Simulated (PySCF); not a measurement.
**2-Naphthoyl fluoride (2c) (C11H7FO): Chemical shifts up a ladder of levels**

System: 2-Naphthoyl fluoride (2c) (C11H7FO), SMILES O=C(F)c1ccc2ccccc2c1.

Atom-mapped SMILES (hydrogens are numbered by the atom that bears them): [O:1]=[C:2]([F:3])[c:4]1[cH:5][cH:6][c:7]2[cH:8][cH:9][cH:10][cH:11][c:12]2[cH:13]1

GIAO shifts in ppm, gas phase, PySCF SCF with an in-house response code; 1H, 13C and 29Si against isolated TMS and 19F against isolated CFCl3 at the same level and kind of geometry; averaged over atoms that symmetry or fast rotation interchanges.

| atom | KT3/pcSseg-1 on GFN2-xTB | KT3/pcSseg-2 on PBE0-D3(BJ) |
| --- | --- | --- |
| C2 | 155.4 | 157.5 |
| C4 | 116.0 | 121.0 |
| C5 | 120.8 | 123.7 |
| C6 | 122.9 | 126.5 |
| C7 | 127.9 | 133.6 |
| C8 | 122.3 | 126.3 |
| C9 | 123.4 | 127.2 |
| C10 | 121.1 | 124.9 |
| C11 | 124.5 | 128.6 |
| C12 | 124.6 | 130.3 |
| C13 | 130.1 | 133.6 |
| F3 | -0.3 | -7.0 |
| H on 5 | 8.13 | 8.04 |
| H on 6 | 7.86 | 7.84 |
| H on 8 | 7.88 | 7.88 |
| H on 9 | 7.71 | 7.64 |
| H on 10 | 7.66 | 7.59 |
| H on 11 | 7.99 | 8.00 |
| H on 13 | 8.78 | 8.85 |

**Question.** What are the shifts at PBE0/pcSseg-2 on PBE0-D3(BJ)?

**Answer.** 
| atom | shift / ppm |
| --- | --- |
| C2 | 167.8 |
| C4 | 131.8 |
| C5 | 135.4 |
| C6 | 137.8 |
| C7 | 146.1 |
| C8 | 137.8 |
| C9 | 139.2 |
| C10 | 136.3 |
| C11 | 140.6 |
| C12 | 141.9 |
| C13 | 147.0 |
| F3 | 15.4 |
| H on 5 | 8.35 |
| H on 6 | 8.17 |
| H on 8 | 8.21 |
| H on 9 | 7.96 |
| H on 10 | 7.90 |
| H on 11 | 8.35 |
| H on 13 | 9.26 |
